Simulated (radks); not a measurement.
Values are calculated unless marked as measured or tabulated.
Species: Hg3+. Configuration: [Xe] 4f14 5d9. Code: a radial shooting solver on a logarithmic mesh with Libxc functionals. Model: Dirac Kohn-Sham, PBE, spin-unpolarised, spherical densities, finite nucleus; open shells are shared between the two j in proportion to 2j + 1; Fermi nuclear charge, rms radius 5.4648 fm.

Normalised radial functions P(r) = r R(r) (large component), r in bohr:

r	4f5/2	5d5/2
0.0009604	0.0000	0.0000
0.001468	0.0000	0.0000
0.002243	0.0000	0.0001
0.003427	0.0000	0.0002
0.005236	0.0000	0.0006
0.008066	0.0001	0.0021
0.01232	0.0004	0.0065
0.01883	0.0016	0.0190
0.02878	0.0068	0.0514
0.04397	0.0270	0.1214
0.0672	0.0954	0.2325
0.1027	0.2861	0.3117
0.1569	0.6841	0.1745
0.2398	1.2129	-0.2362
0.3664	1.4851	-0.4545
0.5643	1.1733	0.0369
0.8623	0.5741	0.7572
1.318	0.1574	0.9123
2.013	0.0202	0.5360
3.077	0.0009	0.1582
4.701	0.0000	0.0175

4f5/2: eigenvalue -132.37 eV, 0 radial nodes, <r> = 0.479 bohr, 90 % of the charge inside 0.766 bohr. 5d5/2: eigenvalue -41.634 eV, 2 radial nodes at r = 0.192, 0.553 bohr, <r> = 1.41 bohr, 90 % of the charge inside 2.12 bohr.
